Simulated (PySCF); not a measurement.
**A small calculation by hand: oscillator strength and radiative lifetime**

C₅H₅Cl, SMILES Cl/C=C/C=C=C.

Geometry optimised at r2SCAN-D4/def2-SVP. The structure was generated by enumeration; whether it is a known compound was not checked. The values are those of a single conformer.

TDDFT-PBE/def2-SVPD in PySCF puts the first singlet state with f over 0.02 at 4.57 eV (vertical), with the transition dipole (-0.021, 1.950, 0.000) in atomic units.

Task: Find the oscillator strength, the wavelength and the radiative lifetime that this transition would have in vacuum if emission retraced absorption.

Result: 
|μ|² = 3.8029 au, so |μ| = 4.96 D. ΔE = 4.57/27.211 = 0.1679 hartree. f = (2/3) ΔE |μ|² = 0.426 (the program prints 0.426).
λ = 1239.84/4.57 = 271 nm; ν = 36860 cm⁻¹.
Einstein's coefficient A = 0.6670 ν² f s⁻¹ (ν in cm⁻¹) = 3.9e8 s⁻¹, so τ = 1/A = 2.6 ns. This state is S2; the lower singlet has f = 0.000. The figure is the radiative limit of this one transition; relaxation, internal conversion, crossing to triplets and a medium change what is measured.
